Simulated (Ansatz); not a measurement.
Reaction (homolysis of the O–Si bond): `[SiH3]O[Si](Cl)(Cl)Cl` → `[O][Si](Cl)(Cl)Cl`• + `[SiH3]`•

Gas-phase electronic energies from Ansatz, PBE0-D4/def2-TZVP geometries. CBS: MP2 limit from def2 TZ/QZ plus the TZ coupled-cluster correction, frozen cores. This one scheme is used for every species. Functionals use def2-TZVPP. No spin–orbit coupling; open shells (•) take unrestricted orbitals. Each species was taken in one conformer, which may not be the lowest.

```json
{"level": "PBE", "ΔE (eV)": "5.39"}
{"level": "r2SCAN", "ΔE (eV)": "5.51"}
{"level": "HF/def2-TZVPP", "ΔE (eV)": "4.61"}
{"level": "MP2/CBS(def2)", "ΔE (eV)": "6.44"}
```

Question: What does CCSD(T)/CBS give? (Best estimate.)

Answer: Ansatz gave: +6.03 eV. The listed levels differ from it by -0.64, -0.52, -1.42, 0.41 eV.

Largest T1 diagnostic among the species: 0.015.

From PBE to PBE0 (25 % exact exchange), in def2-TZVPP and without D4, ΔE moves by +0.15 eV. The D4 term adds +0.17 eV with B3LYP and +0.10 eV with PBE0; it sums over pairs of atoms, weighted by their polarisabilities, and B3LYP, whose exchange is more repulsive, gets the larger term. In def2-TZVPP, CCSD(T) changes the Hartree–Fock value by +1.22 eV (the triples alone add +0.08 eV) and MP2 by +1.63 eV; breaking electron pairs costs correlation energy, which Hartree–Fock lacks.

B3LYP here is the variant with VWN-RPA as its local correlation; programs differ in this.
